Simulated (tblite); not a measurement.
Dithioarsenate(V) anion, AsO2S2 (charge -3).
SMILES: `[O-][As]([S-])(=S)[O-]`

Computed with GFN2-xTB (tblite): harmonic, unscaled wavenumbers at the GFN2-xTB geometry, gas phase. The method is semi-empirical: single wavenumbers can be off by several per cent or more. Multiply charged ions are computed bare, without counter-ions or solvent.

Harmonic wavenumbers (cm⁻¹): 163.5, 227.8, 238.6, 286.9, 313.9, 361.7, 362.4, 678.3, 687.6.

A = 2862, B = 1857, C = 1545 MHz; mass 170.856 u (most abundant isotopes); point group C2v, symmetry number 2.

Task: What is the zero-point energy?

Result: ½Σν̃ = 1660 cm⁻¹ = 19.86 kJ/mol.

Task: Give the ideal-gas entropy at 400 K and 1 bar in the rigid-rotor, harmonic-oscillator model (classical rotation).

Result: Translation 179.08, rotation 115.31, vibration 67.71: S = 362.1 J/(mol K).

Task: And Cp and H(400 K) − H(0)?

Result: Cp = 96.88 J/(mol K), of which vibrations give 63.62 (their classical limit is 9 R = 74.8); H(400 K) − H(0) = 28.46 kJ/mol without the zero-point energy, 15.15 from vibrations.

Task: How do the functions run with temperature in this model?

Result: 
| T (K) | S (J/(mol K)) | Cp (J/(mol K)) | H − H(0) (kJ/mol) | G − H(0) (kJ/mol) | ln q(vib) |
| --- | --- | --- | --- | --- | --- |
| 50 | 225.9 | 36.2 | 1.69 | -9.60 | 0.01 |
| 100 | 255.6 | 52.5 | 3.88 | -21.68 | 0.21 |
| 298.15 | 334.5 | 90.3 | 18.89 | -80.86 | 2.39 |
| 373.15 | 355.4 | 95.5 | 25.87 | -106.75 | 3.28 |
| 500 | 384.1 | 100.4 | 38.34 | -153.73 | 4.68 |
| 750 | 425.8 | 104.5 | 64.04 | -255.29 | 7.02 |
| 1000 | 456.1 | 106.0 | 90.37 | -365.69 | 8.91 |

q(vib) and H(0) count from the zero-point level.

Task: Which modes carry the vibrational entropy at 400 K?

Result: 163.5 cm⁻¹: 12.85; 227.8 cm⁻¹: 10.20; 238.6 cm⁻¹: 9.84; 286.9 cm⁻¹: 8.41; 313.9 cm⁻¹: 7.73; 361.7 cm⁻¹: 6.69 J/(mol K); the other 3 give 12.00 together.

Task: What must be added to the electronic energy to get the Gibbs energy at 400 K and 1 bar?

Result: ZPE + [H(400 K) − H(0)] − T·S = 19.86 + 28.46 − 144.84 = -96.52 kJ/mol.

Hindered rotation and anharmonicity are outside this model.
